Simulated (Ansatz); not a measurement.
A CCSD(T) single point on H₆OSiSn, SMILES `[SiH3][O][SnH3]`.

```yaml
crystal:
  periodic: [false, false, false]
  atoms:
    - {symbol: Si, position_ang: [-0.707504, 1.106253, -0.961768]}
    - {symbol: O, position_ang: [0.549635, 0.232730, -0.410972]}
    - {symbol: Sn, position_ang: [0.837113, -1.145673, 0.956351]}
    - {symbol: H, position_ang: [-1.786010, 0.228132, -1.502038]}
    - {symbol: H, position_ang: [-0.232967, 2.004117, -2.046444]}
    - {symbol: H, position_ang: [-1.309616, 1.937379, 0.121225]}
    - {symbol: H, position_ang: [2.493744, -1.499815, 0.829868]}
    - {symbol: H, position_ang: [-0.166009, -2.460890, 0.544685]}
    - {symbol: H, position_ang: [0.410113, -0.448434, 2.451994]}
basis:
  gaussian: {orbitals: def2-TZVPP}
correlation: {method: ccsd_t}
output: {orbitals: {seedname: orbitals}}
```

```sh
$ ansatz run in.yaml --threads 2 --pin off --events-out ev --progress --plain
```

The program prints (abridged):

```
Functional definition: HF
1355 factors; integrals over basis functions are off by at most 1.1e-3 eV
mean field evaluation 1: about -15798.4736 eV, gradient 4.1e1 eV
mean field evaluation 2: about -15798.6786 eV, gradient 4.2e1 eV
mean field evaluation 4: about -15802.2315 eV, gradient 3.3e0 eV
mean field evaluation 8: about -15802.2846 eV, gradient 1.6e-1 eV
mean field -15802.28466959 eV, -580.7232504342 hartree, gradient 2.1e-6 eV, S^2 0.000000; 0 other end points of the search recorded, 0 dependent functions left out
10 core orbitals not correlated: weight in the atoms' cores, before any rotation towards them, 1.000 or more for the frozen orbitals, at most 0.000 for the correlated occupied ones
reference -15802.28466959 eV, -580.7232504342 hartree; 15, 15 occupied and 182, 182 virtual orbitals, 1355 factors
second order -19.07646923 eV of doubles, -0.00000000 eV of singles
cycle   1  -19.22949964 eV  change   -1.5e-1 eV  update   1.1e-1
cycle   2  -19.78965896 eV  change   -5.6e-1 eV  update   3.4e-2
cycle   3  -19.91384953 eV  change   -1.2e-1 eV  update   1.8e-2
cycle   4  -19.90243763 eV  change    1.1e-2 eV  update   3.9e-3
cycle   5  -19.90011207 eV  change    2.3e-3 eV  update   1.5e-3
cycle   6  -19.90035690 eV  change   -2.4e-4 eV  update   4.2e-4
cycle   7  -19.90018528 eV  change    1.7e-4 eV  update   2.0e-4
cycle   8  -19.90015630 eV  change    2.9e-5 eV  update   7.3e-5
cycle   9  -19.90019307 eV  change   -3.7e-5 eV  update   3.1e-5
cycle  10  -19.90019503 eV  change   -2.0e-6 eV  update   1.0e-5
perturbative correction -0.59813457 eV, -0.0219810399 hartree
Total energy: -15822.78299919 eV, -581.4765501528 hartree
```

Run time 68 s (2 threads of a server CPU on a shared host); peak host memory 2.9 GiB.

MP2 recovers 93.1 % of the CCSD(T) correlation energy and the triples give 2.9 %; T1 = 0.0132.
